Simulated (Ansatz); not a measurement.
CH₃BF₂Si (`F[Si]1(F)BC1`) at its PBE0-D4/def2-TZVP geometry, where that method's forces vanish. Charge 0, multiplicity 1.

```xyz
8

F     0.7705    0.5204    2.0237
Si    0.0613    0.8357    0.6402
F    -1.1743    1.7392    1.0459
B     0.4885    0.2323   -1.0737
C    -0.0739   -0.9225   -0.3199
H     0.3306    0.5584   -2.2020
H    -0.6981   -1.6928   -0.7699
H     0.2953   -1.2706    0.6557
```

(1) What forces (eV/Å) does ωB97M-V/def2-TZVPP give on these atoms in Ansatz 0.2.0? (An estimate is asked.)

## Answers

(1) Ansatz gave: 
```
F1   0.064 -0.025  0.129
Si2  0.092 -0.023 -0.174
F3  -0.115  0.071  0.035
B4  -0.067  0.019 -0.047
C5  -0.033 -0.128 -0.044
H6   0.020 -0.060  0.148
H7   0.070  0.082  0.033
H8  -0.031  0.063 -0.079
```
